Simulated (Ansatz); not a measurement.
Computed with Ansatz on PBE0-D4/def2-TZVP structures; ΔE is electronic, products minus reactants. CCSD(T)/CBS adds triple-zeta CCSD(T) − MP2 to the extrapolated MP2 energy (def2 sets, frozen cores). Functionals use def2-TZVPP. B3LYP here is the variant with VWN-RPA as its local correlation; programs differ in this. Elements past krypton have def2 core potentials. For In outer-core shells are correlated without core-valence functions, which leaves a few kJ/mol of doubt a bond.

`C[NH][AlH2]` + `[Cl][InH2]` → `[AlH2][InH][Cl]` + CH₃NH₂  (formal exchange of groups at the Al–N bond)

CCSD(T)/CBS gives +45.2 kJ/mol.

(1) Another level gave +36.2 kJ/mol. Which?
A. B97M-V/def2-TZVPP
B. B3LYP-D4/def2-TZVPP
C. ωB97M-V/def2-TZVPP
D. PBE/def2-TZVPP

Largest T1 diagnostic among the species: 0.014.

Answers

(1) D. PBE 36.2, ωB97M-V 52.0, B3LYP-D4 47.4, B97M-V 58.8 kJ/mol.

At CCSD(T), def2-SVP lies +11.0 kJ/mol from the extrapolated value and def2-TZVPP +4.3 kJ/mol. Leaving LDA and LC-ωPBE aside and taking each functional with its dispersion term where it has one, the values, not all of them listed here, spread over 21.1 kJ/mol, from HSE06-D4 to B97M-V. LDA lies +11.5 kJ/mol from PBE without D4. From BLYP to BHLYP (50 % exact exchange), in def2-TZVPP and without D4, ΔE moves by +4.1 kJ/mol.
